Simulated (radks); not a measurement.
Task: Excited configurations of Ar VIII: one electron is placed in a higher orbital outside [Ne]. The ground configuration is [Ne] 3s1. Calculated with a radial shooting solver on a logarithmic mesh with Libxc functionals: non-relativistic Kohn-Sham, PBE, spin-unpolarised, spherical densities, point nucleus. Excitation = E - E(ground); binding = E(ion) - E, where the ion is the core of charge +8; n* = 8/sqrt(2 binding) in atomic units, and the quantum defect is n - n*.

outer orbital  excitation (eV)  binding (eV)     n*  quantum defect  eigenvalue (eV)  <r> (bohr)
3d                      40.598        102.48  2.915           0.085          -93.295       1.199
4s                      70.289        72.788  3.459           0.541          -68.640       2.262
4p                      76.561        66.516  3.618           0.382          -62.523       2.356
4d                      85.068        58.009  3.874           0.126          -54.121       2.446
5s                      99.060        44.017  4.448           0.552          -41.662       3.734
5p                      102.05        41.028  4.607           0.393          -38.762       3.888
5d                      106.08        36.996  4.851           0.149          -34.815       4.060
6d                      117.47        25.607  5.831           0.169          -24.209       6.043
6f                      118.36        24.720  5.935           0.065          -23.261       5.891

Estimate the row for 3p.

Result: excitation (eV) 16.807; binding (eV) 126.27; n* 2.626; quantum defect 0.374; eigenvalue (eV) -117.27; <r> (bohr) 1.191. The Delta-SCF ionisation energy is 143.08 eV (NIST Atomic Spectra Database: 143.46 eV, semi-empirical). Self-interaction in the functional shifts the binding energies and quantum defects, so they are the method's values and not measured ones. Spin polarisation and multiplet splitting are left out, so open shells lie too high by an amount that depends on their filling.

Beside tabulated values, note that spin-unpolarised runs miss the spin-polarisation part of the exchange energy of open shells.
